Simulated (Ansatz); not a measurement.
Reaction (ligand exchange at a Zn–F bond): `CC(C)[O][Zn][F]` + HCl → `CC(C)[O][Zn][Cl]` + H–F

Gas-phase electronic energies from Ansatz, PBE0-D4/def2-TZVP geometries. CCSD(T)/CBS is the MP2 limit (def2-TZVPP, def2-QZVPP) plus CCSD(T) − MP2 in def2-TZVPP, frozen cores. This one scheme is used for every species. DFT in def2-TZVPP. B3LYP here is the variant with VWN-RPA as its local correlation; programs differ in this. For Zn outer-core shells are correlated without core-valence functions, which leaves a few kJ/mol of doubt a bond. Scalar relativity is left out up to krypton. One conformer a species, not always the lowest.

(1) Is it downhill or uphill in electronic energy at CCSD(T)/CBS, and by how much? (An estimate is asked.)

(2) What do these levels give: B3LYP-D4, ωB97M-V, B2PLYP, PBE, r2SCAN, B3LYP, HF/def2-TZVPP, HF/def2-QZVPP, SCS-MP2/def2-QZVPP, HF/CBS(def2), MP2/CBS(def2), CCSD/CBS(def2)? (Best estimate.)

Largest T1 diagnostic among the species: 0.016.

Answers

(1) The calculation gave: Downhill: ΔE = -0.70 eV.

(2) Computed: B3LYP-D4 -0.63, ωB97M-V -0.66, B2PLYP -0.62, PBE -0.59, r2SCAN -0.63, B3LYP -0.59, HF/def2-TZVPP -0.75, HF/def2-QZVPP -0.72, SCS-MP2/def2-QZVPP -0.65, HF/CBS(def2) -0.71, MP2/CBS(def2) -0.73, CCSD/CBS(def2) -0.70 eV.

The D4 term adds −0.04 eV with B3LYP and −0.02 eV with PBE0; it sums over pairs of atoms, weighted by their polarisabilities, and B3LYP, whose exchange is more repulsive, gets the larger term. From PBE to PBE0 (25 % exact exchange), in def2-TZVPP and without D4, ΔE moves by −0.10 eV.
